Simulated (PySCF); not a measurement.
trans-1,3,3,3-tetrafluoropropene (C3H2F4), SMILES F/C=C/C(F)(F)F. Geometry optimised at ωB97X-D3(BJ)/def2-SVP.

Task: Give the equilibrium geometry at ωB97X-D3(BJ)/def2-SVP (PySCF confirms it by a frequency run) as Cartesian coordinates in Å, and its point group. (An estimate is asked for; the answer gives what the named calculation found.)

Result: point group Cs.
```xyz
9

F      0.1612    -2.8433     0.0000
C     -0.2844    -1.5938     0.0000
C      0.5423    -0.5540     0.0000
C      0.0330     0.8517     0.0000
F      0.4634     1.5245    -1.0784
F      0.4634     1.5245     1.0784
F     -1.3096     0.9039     0.0000
H     -1.3765    -1.5230     0.0000
H      1.6267    -0.6874     0.0000
```
Charge 0, spin multiplicity 1.
